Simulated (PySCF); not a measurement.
**Predicted spectroscopic data**

Theory: GFN2-xTB structure, shielding tensors at PBE0/pcSseg-1 (GIAO), in PySCF 2.14.0 with density-fitted response routines (isolated molecule, relativity neglected, rapidly exchanging positions averaged, a single conformation).

References, each an isolated molecule treated in the same way: TMS for 1H, 13C. Splittings of carbon signals by F and P are missing where no couplings were computed. Where no couplings were computed, multiplicities follow the n + 1 count of equivalent neighbours, and m marks all less simple cases (inequivalent or close neighbours, rings, F or P nearby). Shifts are as computed. Against solution values, carbons near 30 ppm lie about +3 ppm off and those near 130 ppm about +5 ppm. Of 1309 compounds with measured shifts, 239 miss one by over three times the rms of a fit or turn the order of signals round; such compounds aren't used in these exercises. OH and NH positions are gas-phase values without hydrogen bonding to other molecules.

Compound 1 (C3H9NSi2). 1H NMR (600 MHz, computed): δ 10.75 (br s, 1H), 8.06 (d, 1H), 6.52 (m, 1H), 6.42 (m, 1H), 4.34 (m, 2H), 3.46 (t, 3H). 13C{1H} NMR (computed): δ 174.1 (CH), 154.8 (CH), 143.2 (CH). Structure: SMILES [H]/N=C\C=C\[SiH2][SiH3].

Compound 2 (C4H11FSi2). 1H NMR (600 MHz, computed): δ 6.47 (m, 1H), 6.10 (m, 1H), 5.35 (m, 2H), 4.65 (m, 2H), 3.99 (t, 3H), -0.06 (m, 2H). 13C{1H} NMR (computed): δ 153.1, 125.1, 87.8, -15.8. Structure: `InChI=1S/C4H11FSi2/c5-2-1-3-7-4-6/h1,3H,2,4,7H2,6H3/b3-1+`.
